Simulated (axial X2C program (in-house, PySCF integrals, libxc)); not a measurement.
# Low determinants of CuIn at the PBE0 level, spin-free

Calculated with an in-house relativistic program for diatomic molecules. Spin-free means the one-electron spin-free X2C Hamiltonian. Basis: In dyall-cv3z [11s12p9d4f1g], Cu dyall-cv3z [9s9p6d3f2g] (cores contracted in-house); Gaussian nuclei, density fitting, unrestricted open shells. Masses: In 114.904 u, Cu 62.930 u.

Search at 2.540 Å (vertical energies from the lowest determinant):

```json
{"ΔE (eV)": "0.00", "state": "M_S = 0, Λ = 0", "electrons beyond evenly filled partner blocks": "closed shell", "electrons in σ, π, δ, φ": "34 32 12 0"}
{"ΔE (eV)": "1.26", "state": "M_S = 1, Λ = 1", "electrons beyond evenly filled partner blocks": "σα, π+α", "electrons in σ, π, δ, φ": "33 33 12 0"}
{"ΔE (eV)": "1.48", "state": "M_S = 0, Λ = 1", "electrons beyond evenly filled partner blocks": "σα, π+β", "electrons in σ, π, δ, φ": "33 33 12 0"}
{"ΔE (eV)": "2.07", "state": "M_S = 1, Λ = 0", "electrons beyond evenly filled partner blocks": "2 × σα", "electrons in σ, π, δ, φ": "34 32 12 0"}
{"ΔE (eV)": "3.37", "state": "M_S = 1, Λ = 1", "electrons beyond evenly filled partner blocks": "π-α, δ+α, δ+β, δ-α", "electrons in σ, π, δ, φ": "34 33 11 0"}
{"ΔE (eV)": "3.37", "state": "M_S = 1, Λ = 3", "electrons beyond evenly filled partner blocks": "π+α, δ+α, δ+β, δ-α", "electrons in σ, π, δ, φ": "34 33 11 0"}
{"ΔE (eV)": "3.40", "state": "M_S = 0, Λ = 1", "electrons beyond evenly filled partner blocks": "π-β, δ+α, δ+β, δ-α", "electrons in σ, π, δ, φ": "34 33 11 0"}
```

Lowest determinant, M_S = 0, Λ = 0 (closed shell): Re = 2.551 Å, ωe = 183.5 cm⁻¹.

The determinant in row 2 of the search, M_S = 1, Λ = 1 (beyond evenly filled blocks: σα, π+α), was followed along the bond at PBE0; measured from the minimum of the lowest determinant it gives:

Te = 1.262 eV (10179 cm⁻¹), Re = 2.507 Å, ωe = 170.1 cm⁻¹.

Q: Compare the bond of the determinant in row 2 with that of the lowest one.

A: At PBE0 its Re is 0.044 Å shorter and its force constant, which goes as ωe², is 0.86 times that of the lowest determinant. T0 ≈ Te + Δωe/2 = 10179 + (-7) = 10172 cm⁻¹.

The search compares states at one distance, so a state with another bond length can lie lower; it is not exhaustive and yields mostly the lowest determinant of each block pattern, so other components and higher states of one pattern are missing. These are energies of single determinants, not of spin-adapted states; PBE0 term energies can be off by some tenths of an eV, and the functional has no current term.
